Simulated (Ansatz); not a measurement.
Correlation energies of CH7BClNSi (`BN[SiH](C)Cl`) by basis set

Cartesian coordinates in Å:
```
B -1.1643 -1.2210 0.9773
N -1.2879 -0.2888 -0.0600
Si -0.0448 0.6959 -0.7676
C 1.6215 0.3002 -0.0751
Cl -0.4872 2.6790 -0.4021
H -0.0913 -1.4102 1.4723
H -2.1313 -1.8198 1.3503
H -2.2163 -0.1597 -0.4405
H -0.1031 0.5529 -2.2414
H 1.6501 0.4697 1.0025
H 2.3683 0.9433 -0.5461
H 1.8864 -0.7415 -0.2696
```

Charge 0, multiplicity 1. Geometry: relaxed with PBE0-D4/def2-TZVP. It is one conformer, not always the lowest. Frozen core, restricted reference, Ansatz. CBS rows extrapolate triple and quadruple zeta; past MP2 they add the triple-zeta difference.

```
     basis     HF (Eh)  MP2 corr.  CCSD corr.       (T)  CCSD(T) total
def2-TZVPP  -869.71709   -0.80103    -0.85925  -0.03402     -870.61036
def2-QZVPP           ?          ?           –         –              –
 CBS(def2)           ?          ?    -0.96699     as TZ              ?
```

Fill in the withheld values. (Best estimate.)

Computed: def2-QZVPP HF (Eh): -869.74504; def2-QZVPP MP2 corr.: -0.86293; CBS(def2) HF (Eh): -869.74890; CBS(def2) MP2 corr.: -0.90877; CBS(def2) CCSD(T) total: -870.74991.
